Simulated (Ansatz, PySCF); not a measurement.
System: SeCl2, net charge -1, doublet state. 
Geometry from a B3LYP-D3(BJ)/def2-TZVP (Ansatz, a quantum-chemistry and plane-wave program) optimisation:
```xyz
3

Se    -0.0050    -0.0092     0.1757
Cl     1.5785     1.8445    -0.0352
Cl    -1.5685    -1.8261    -0.3163
```
Charge -1, spin multiplicity 2.

Total electronic energies in hartree. Correlated levels leave the core frozen unless marked. UHF or UKS for open shells. Spin-orbit coupling is left out. The frozen core is the preceding noble-gas configuration, with the filled d and f shells of earlier blocks. Non-relativistic. CBS marks a two-point X^-3 extrapolation of the correlation energy; Hartree-Fock from the larger set. The bracket is a focal-point correction in the basis named.

```
level                                                                 program  energy (Eh)
-------------------------------------------------------------  --------------  -----------
HF-D4/def2-TZVPD                                                PySCF + dftd4  -3318.95313
RI-HF/def2-TZVPPD                                                      Ansatz  -3318.94284
BLYP-D4/def2-TZVPD                                             Ansatz + dftd4  -3322.13207
TPSSh/def2-TZVPD                                                        PySCF  -3322.04251
r2SCAN0/def2-TZVPD                                                     Ansatz  -3321.98787
HSE06-D4/def2-TZVPD                                            Ansatz + dftd4  -3321.48218
wB97X-V/def2-TZVPD                                                     Ansatz  -3321.70903
B2GP-PLYP-D4/def2-TZVPD                                        Ansatz + dftd4  -3321.16126
B2GP-PLYP/def2-TZVPD                                                   Ansatz  -3321.15993
MP2/def2-TZVPPD                                                        Ansatz  -3319.47873
RI-MP2/def2-TZVPP                                                      Ansatz  -3319.46701
SCS-MP2/def2-SVP                                                       Ansatz  -3318.66859
CCSD(T)/def2-SVP                                                       Ansatz  -3318.72601
CCSD(T)/def2-TZVPPD                                                    Ansatz  -3319.54961
RI-MP2/CBS(def2-TZVPPD,def2-QZVPPD)+[CCSD(T)-MP2]/def2-TZVPPD          Ansatz   -3319.7121
```

Totals of different functionals don't rank their quality; only differences between species are comparable.
